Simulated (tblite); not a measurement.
Species: C6H14N (doublet state).
Atom-mapped SMILES: `[CH3:1][CH2:2][C:3]([CH3:4])([CH3:5])[CH:6][NH2:7]` (hydrogens: H8, H9, H10 on C1; H11, H12 on C2; H13, H14, H15 on C4; H16, H17, H18 on C5; H19 on C6; H20, H21 on N7)

Structure used (GFN2-xTB), in Å, numbered top down from 1:
```
atom  x, y, z in Å
C1     1.9628    0.9700    0.5735
C2     1.1916   -0.3362    0.7250
C3    -0.1605   -0.3445   -0.0160
C4     0.0567   -0.1672   -1.5247
C5    -0.8234   -1.7225    0.2132
C6    -1.0186    0.7413    0.5492
N7    -2.1611    1.1706   -0.1356
H8     2.3085    1.1076   -0.4476
H9     2.8323    0.9729    1.2272
H10    1.3244    1.8093    0.8405
H11    0.9997   -0.5088    1.7864
H12    1.8041   -1.1640    0.3610
H13    0.3705    0.8473   -1.7596
H14   -0.8576   -0.3889   -2.0719
H15    0.8264   -0.8539   -1.8704
H16   -1.8036   -1.7470   -0.2565
H17   -0.9482   -1.9114    1.2766
H18   -0.2103   -2.5153   -0.2107
H19   -1.0976    0.8093    1.6229
H20   -2.0324    1.2405   -1.1357
H21   -2.5725    2.0080    0.2525
```

All values are computed: GFN2-xTB (tblite) harmonic vibrations without scaling, gas phase. The method is semi-empirical: single wavenumbers can be off by several per cent or more. One conformer, not necessarily the lowest. Open shells enter through the occupations alone, without spin polarisation, and single modes of such species can be off by tens of per cent.

Harmonic wavenumbers (cm⁻¹): 60.0, 113.1, 182.2, 208.6, 219.9, 243.0, 262.6, 302.6, 343.3, 363.0, 409.6, 458.5, 510.9, 593.7, 757.8, 796.6, 814.6, 914.7, 937.4, 964.7, 1000.5, 1030.2, 1053.0, 1080.3, 1098.0, 1152.6, 1220.8, 1232.8, 1255.5, 1301.7, 1341.2, 1379.3, 1392.8, 1405.1, 1413.0, 1488.2, 1493.8, 1496.8, 1498.9, 1505.1, 1508.0, 1516.7, 1525.1, 2963.7, 2977.8, 3012.3, 3019.3, 3026.8, 3029.2, 3030.1, 3033.9, 3035.6, 3040.2, 3043.9, 3075.5, 3400.4, 3454.7.

A = 3085, B = 2030, C = 1720 MHz; mass 100.113 u (most abundant isotopes); point group C1, symmetry number 1; spin multiplicity 2.

Zero-point energy?

Half the sum of the wavenumbers: 41495 cm⁻¹ = 496.39 kJ/mol.

Give the ideal-gas entropy at 298.15 K and 1 bar in the rigid-rotor, harmonic-oscillator model (classical rotation).

Translation 166.30, rotation 116.28, vibration 107.46, spin (R ln 2) 5.76: S = 395.8 J/(mol K).

And Cp and H(298.15 K) − H(0)?

Cp = 158.19 J/(mol K), of which vibrations give 124.93 (their classical limit is 57 R = 473.9); H(298.15 K) − H(0) = 28.07 kJ/mol without the zero-point energy, 18.16 from vibrations.

Which modes carry the vibrational entropy at 298.15 K?

60.0 cm⁻¹: 18.65; 113.1 cm⁻¹: 13.45; 182.2 cm⁻¹: 9.65; 208.6 cm⁻¹: 8.60; 219.9 cm⁻¹: 8.20; 243.0 cm⁻¹: 7.45 J/(mol K); the other 51 give 41.46 together.

How do the functions run with temperature in this model?

```json
{"T (K)": "150", "S (J/(mol K))": "310.5", "Cp (J/(mol K))": "97.2", "H − H(0) (kJ/mol)": "9.17", "G − H(0) (kJ/mol)": "-37.41", "ln q(vib)": "2.06"}
{"T (K)": "250", "S (J/(mol K))": "369.8", "Cp (J/(mol K))": "138.0", "H − H(0) (kJ/mol)": "20.94", "G − H(0) (kJ/mol)": "-71.50", "ln q(vib)": "4.42"}
{"T (K)": "400", "S (J/(mol K))": "448.3", "Cp (J/(mol K))": "200.9", "H − H(0) (kJ/mol)": "46.38", "G − H(0) (kJ/mol)": "-132.95", "ln q(vib)": "8.12"}
{"T (K)": "600", "S (J/(mol K))": "543.9", "Cp (J/(mol K))": "271.7", "H − H(0) (kJ/mol)": "94.00", "G − H(0) (kJ/mol)": "-232.33", "ln q(vib)": "13.09"}
{"T (K)": "900", "S (J/(mol K))": "668.8", "Cp (J/(mol K))": "343.9", "H − H(0) (kJ/mol)": "187.14", "G − H(0) (kJ/mol)": "-414.77", "ln q(vib)": "20.33"}
```

q(vib) and H(0) count from the zero-point level.

Blend soft modes into free rotors: weight 1/[1 + (100 cm⁻¹/ν̃)⁴] for the oscillator and the rest for a rotor with moment μB/(μ + B), μ = h/(8π²ν), B = 10⁻⁴⁴ kg m². What vibrational entropy results?

102.76 J/(mol K) in place of 107.46, which changes −T·S at 298.15 K by +1.40 kJ/mol.

Hindered rotation and anharmonicity are outside this model. Other conformers, if any are populated, would add a mixing term that is left out. The structure is chiral; the term R ln 2 for an equal mix with its mirror image is left out.

Time: 0.43 s wall. Hardware: one thread of an AMD EPYC 9R45 (shared host). The figure is for the frequency step alone.
